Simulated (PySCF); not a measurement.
A GIAO shielding run with PySCF 2.14 (density fitting, non-relativistic, gas phase) on SMILES C([C@H]1[O+]([BH3-])CCC1)F, C$_{5}$H$_{12}$BFO:

```
$ OMP_NUM_THREADS=1 python probes_run.py task.json out

{"job": {"kind": "nmr", "xc": "KT3", "basis": "pcSseg-1", "pop": false}, "charge": 0, "multiplicity": 1}
B     -0.897474    -1.952315    -0.815154
O     -0.310084    -0.637802    -0.065222
C     -1.226226     0.436365     0.212455
C     -0.319886     1.609485     0.512557
C      0.825045     1.382291    -0.472319
C      0.976400    -0.133206    -0.488932
C      2.004143    -0.669959     0.487815
F      3.242533    -0.229831     0.104032
H      0.027220    -2.748662    -0.772617
H     -1.173353    -1.557702    -1.944138
H     -1.862736    -2.263140    -0.136721
H     -1.868617     0.109697     1.039672
H     -1.845883     0.596127    -0.685335
H     -0.827279     2.573543     0.370408
H      0.035540     1.567477     1.554098
H      1.766472     1.873058    -0.189065
H      0.545489     1.744630    -1.472842
H      1.175738    -0.530891    -1.494469
H      1.791483    -0.308995     1.509188
H      1.982107    -1.770827     0.486325
```

Hardware: 1 thread of an Arm Neoverse N1, shared host. The job also computes ring-centre shieldings.

Q: How large is the calculation?

A: 64 electrons, 196 basis functions and 1009 auxiliary functions.

Q: How long does it take, and how much memory does it need?

A: 72 s of wall time, with 15 SCF cycles; peak memory 0.74 GiB. Times on a shared host scatter by some tens of per cent.

Q: And these other runs on the same molecule and hardware: GIAO shielding at PBE0/pcSseg-1?

A: PBE0/pcSseg-1: 196 functions, 65 s.
